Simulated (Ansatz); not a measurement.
LaF3. The state is a quintet with charge 0. Geometry r2SCAN-D4/def2-TZVP; atoms count from 1.

```csv
atom,x (Å),y (Å),z (Å)
La1,-0.064,-0.447,-0.433
F2,-1.463,1.179,0.547
F3,1.222,-2.089,-1.489
F4,0.304,1.356,1.375
```

In the def2 sets La takes a core potential; there is no spin–orbit coupling. In the quintet, F2 and F4 lie 1.96 Å apart (atoms count from 1), so these atoms are partly bonded to each other. At PBE0-D4/def2-TZVP a singlet of charge 0 lies 12.42 eV below the quintet, each at its own geometry. The structure comes from a short search, and lower isomers may exist.

(1) Estimate the Mulliken populations from the PBE0/def2-TZVP orbitals of Ansatz.

(2) Where does the spin sit?

(3) And the Mayer bond orders between bonded heavy atoms (over 0.3)?

Answers

(1) 
```json
{"atom": "La1", "charge (e)": "0.59", "spin (α − β)": "2.01", "d electrons": "1.56"}
{"atom": "F2", "charge (e)": "-0.25", "spin (α − β)": "0.59", "d electrons": "–"}
{"atom": "F3", "charge (e)": "-0.18", "spin (α − β)": "0.67", "d electrons": "–"}
{"atom": "F4", "charge (e)": "-0.16", "spin (α − β)": "0.73", "d electrons": "–"}
```
Mulliken values and Mayer orders depend strongly on the basis.

(2) Summed by element: La 2.01, F 1.99, of 4 unpaired in all. Largest on single atoms: La1 2.01, F4 0.73, F3 0.67.

(3) La1–F2 0.34 (2.36 Å); La1–F3 0.30 (2.34 Å). Values over 0.3 also appear between atoms too far apart for a bond (F2–F3 0.32 at 4.69 Å; F2–F4 0.34 at 1.96 Å); they arise where an orbital or an unpaired electron spreads over both atoms.
